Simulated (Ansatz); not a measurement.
`[SiH3][CH]1[CH2][GaH]1` + `O[Si](O)(F)O[SiH3]` → `O[Si](F)(O[SiH3])O[SiH3]` + `[CH2]1[CH2][GaH]1`  (ligand exchange at the Si–C bond)

Program: Ansatz. Geometries: PBE0-D4/def2-TZVP. ΔE: electronic, gas phase. CCSD(T)/CBS is the MP2 limit (def2-TZVPP, def2-QZVPP) plus CCSD(T) − MP2 in def2-TZVPP, frozen cores. For Ga outer-core shells are correlated without core-valence functions, which leaves a few kJ/mol of doubt a bond. Scalar relativity is left out up to krypton. Each species was taken in one conformer, which may not be the lowest.

```csv
species,HF/CBS(def2) energy (Eh)
`[SiH3][CH]1[CH2][GaH]1`,-2292.01586
`O[Si](O)(F)O[SiH3]`,-905.32355
`O[Si](F)(O[SiH3])O[SiH3]`,-1195.49073
`[CH2]1[CH2][GaH]1`,-2001.88277
```

(1) Work out ΔE.

Largest T1 diagnostic among the species: 0.017.

Answers

(1) ΔE = (-1195.49073) + (-2001.88277) − (-2292.01586) − (-905.32355) = -0.03409 Eh = -89.5 kJ/mol. CCSD(T)/CBS gives -43.7 kJ/mol.

In def2-TZVPP, CCSD(T) changes the Hartree–Fock value by +34.0 kJ/mol (the triples alone add +10.7 kJ/mol) and MP2 by +21.0 kJ/mol. From PBE to PBE0 (25 % exact exchange), in def2-TZVPP and without D4, ΔE moves by −21.1 kJ/mol.
